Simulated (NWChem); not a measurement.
System: C3H4F2O; SMILES C(F)(C=O)(C)F

NWChem input:

```
start job
memory heap 200 mb stack 900 mb global 1100 mb
geometry units angstroms noautosym nocenter noautoz
  C     -1.512179     0.363510     0.000000
  C     -0.007515     0.353702     0.000000
  F      0.491301     1.007254    -1.105702
  F      0.491301     1.007254     1.105702
  C      0.650783    -1.041333     0.000000
  O      0.034213    -2.081493     0.000000
  H     -1.892319    -0.158562     0.897352
  H     -1.868308     1.410677     0.000000
  H     -1.892319    -0.158562    -0.897352
  H      1.780126    -0.985115     0.000000
end
basis spherical
  C library def2-svp
  F library def2-svp
  O library def2-svp
  H library def2-svp
end
dft
  xc m05-2x
  iterations 150
end
cosmo
  dielec 2.4
end
task dft energy
```

Coordinates come from a PBE-D3(BJ)/def2-SVP optimisation.

Level: M05-2X/def2-SVP with COSMO at NWChem's default radii, gas-phase geometry; the question gives the dielectric constant.

Task: Predict the main results of this run. (M05-2X/def2-SVP, COSMO on the gas-phase geometry.) Quantities: electrostatic solvation energy (kcal/mol); dipole in solution (D).

Result: 
| Property | Result |
|---|---|
| electrostatic solvation energy (kcal/mol) | -2.8 |
| dipole in solution (D) | 0.83 |
